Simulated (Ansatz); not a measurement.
Consider the formal exchange of groups at a B–C bond: `CBC=[Se]` + `CC(C)CCl` → `CBC(C)C` + `ClCC=[Se]`.

Computed with Ansatz on PBE0-D4/def2-TZVP structures; ΔE is electronic, products minus reactants. CCSD(T)/CBS is the MP2 limit (def2-TZVPP, def2-QZVPP) plus CCSD(T) − MP2 in def2-TZVPP, frozen cores. DFT in def2-TZVPP. For Se outer-core shells are correlated without core-valence functions, which leaves a few kJ/mol of doubt a bond. Scalar relativity is left out up to krypton. Each species was taken in one conformer, which may not be the lowest.

`CBC=[Se]`:

Cartesian coordinates in Å:
```
C 0.225 0.875 0.834
B 0.458 -0.323 -0.147
C -0.557 -0.749 -1.207
Se -1.479 -1.970 -0.328
H 0.879 1.695 0.503
H 0.542 0.633 1.851
H -0.799 1.250 0.854
H 1.496 -0.929 -0.122
H -0.765 -0.481 -2.239
```

`CC(C)CCl`:

Z-matrix (Å, degrees):
```
C
C 1 1.524
H 1 1.092 2 110.6
H 1 1.094 2 110.9 3 -119.2
H 1 1.093 2 111.7 3 120.2
C 2 1.519 1 111.3 3 57.7
C 2 1.517 1 108.6 3 -178.5
H 2 1.096 1 108.6 3 -62.0
H 6 1.092 2 110.7 1 -59.6
H 6 1.091 2 111.4 1 180.0
H 6 1.095 2 110.6 1 59.8
Cl 7 1.787 2 112.9 1 173.0
H 7 1.090 2 111.2 1 53.8
H 7 1.092 2 111.1 1 -67.5
```

`CBC(C)C`:

Cartesian coordinates in Å:
```
C 2.071 0.658 -0.202
B 0.628 0.907 0.327
C -0.655 0.122 -0.110
C -0.435 -1.127 -0.955
C -1.598 -0.153 1.064
H 2.825 0.790 0.580
H 2.234 -0.294 -0.709
H 2.282 1.458 -0.929
H 0.459 1.829 1.087
H -1.159 0.878 -0.743
H 0.172 -0.921 -1.839
H -1.384 -1.552 -1.296
H 0.078 -1.904 -0.379
H -1.805 0.755 1.635
H -2.551 -0.564 0.718
H -1.162 -0.883 1.752
```

`ClCC=[Se]`:

```xyz
7

Cl    1.170    1.601    0.532
C     0.098    0.506   -0.390
C    -0.128   -0.743    0.373
Se   -1.698   -1.452    0.665
H    -0.832    1.031   -0.597
H     0.615    0.285   -1.328
H     0.773   -1.229    0.745
```

```json
{"level": "LDA (SPW92)", "ΔE (kJ/mol)": "41.4"}
{"level": "PBE-QIDH", "ΔE (kJ/mol)": "32.7"}
{"level": "PBE0", "ΔE (kJ/mol)": "31.9"}
{"level": "HF/def2-QZVPP", "ΔE (kJ/mol)": "19.6"}
```

(1) What does CCSD(T)/CBS give? (Best estimate.)

Largest T1 diagnostic among the species: 0.018.

## Answers

(1) The calculation gave: +32.4 kJ/mol. The listed levels differ from it by 9.0, 0.3, -0.5, -12.8 kJ/mol.

From r2SCAN to r2SCAN0 (25 % exact exchange), in def2-TZVPP and without D4, ΔE moves by −3.5 kJ/mol. In def2-TZVPP, CCSD(T) changes the Hartree–Fock value by +12.6 kJ/mol (the triples alone add +3.6 kJ/mol) and MP2 by +12.7 kJ/mol.
